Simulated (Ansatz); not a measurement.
Ansatz (a quantum-chemistry and plane-wave program) input (CCSD(T)/def2-SVPD):

Ansatz 0.2 input:
```yaml
crystal:
  periodic: [false, false, false]
  atoms:
    - {symbol: F, position_ang: [-0.00000000, -0.00000000, -1.93506175]}
    - {symbol: Hg, position_ang: [0.00000000, 0.00000000, 0.00000000]}
    - {symbol: F, position_ang: [0.00000000, 0.00000000, 1.93506175]}
basis:
  gaussian:
    orbitals: def2-SVPD
magnetization: {spin_polarized: false}
correlation: {method: ccsd_t, electrons: outside_noble_gas}
output: {forces: true}
```

End of the output:

```
mean field: 0.22 GiB planned
mean field evaluation 1: about -9554.0248 eV, gradient 4.2e1 eV
mean field evaluation 2: about -9554.2412 eV, gradient 4.3e1 eV
mean field evaluation 4: about -9557.3155 eV, gradient 2.0e0 eV
mean field evaluation 8: about -9557.3372 eV, gradient 1.8e-1 eV
mean field evaluation 16: about -9555.5546 eV, gradient 3.1e1 eV
mean field -9557.33741705 eV, -351.2256718806 hartree, gradient 1.7e-6 eV, S^2 0.000000; 0 other end points of the search recorded, 0 dependent functions left out
6 core orbitals not correlated
reference -9557.33741705 eV, -351.2256718806 hartree; 13, 13 occupied and 62, 62 virtual orbitals, 769 factors
densities: 0.32 GiB planned
second order -19.00108936 eV of doubles, -0.00000000 eV of singles
coupled cluster: 0.25 GiB planned
cycle   1  -17.96927678 eV  change     1.0e0 eV  update   1.5e-1
cycle   2  -18.50502013 eV  change   -5.4e-1 eV  update   5.3e-2
cycle   3  -18.62558241 eV  change   -1.2e-1 eV  update   2.9e-2
cycle   4  -18.62185143 eV  change    3.7e-3 eV  update   9.0e-3
cycle   5  -18.61021950 eV  change    1.2e-2 eV  update   3.2e-3
cycle   6  -18.61132421 eV  change   -1.1e-3 eV  update   1.2e-3
cycle   7  -18.61216278 eV  change   -8.4e-4 eV  update   4.0e-4
cycle   8  -18.61194585 eV  change    2.2e-4 eV  update   1.6e-4
cycle   9  -18.61189461 eV  change    5.1e-5 eV  update   6.2e-5
cycle  10  -18.61197116 eV  change   -7.7e-5 eV  update   1.9e-5
cycle  11  -18.61194968 eV  change    2.1e-5 eV  update   5.8e-6
perturbative correction -0.45636826 eV, -0.0167712243 hartree
the calculation of the forces begins
Total energy: -9576.40573499 eV, -351.9264196401 hartree
Atom 0 at    -0.000000    -0.000000    -1.935062 Å, force     0.000000    -0.000000    -0.374506 eV/Å
Atom 1 at     0.000000     0.000000     0.000000 Å, force    -0.000000     0.000000    -0.000000 eV/Å
Atom 2 at     0.000000     0.000000     1.935062 Å, force     0.000000    -0.000000     0.374506 eV/Å
Dipole moment:    -0.000000     0.000000    -0.000000 e Å
```
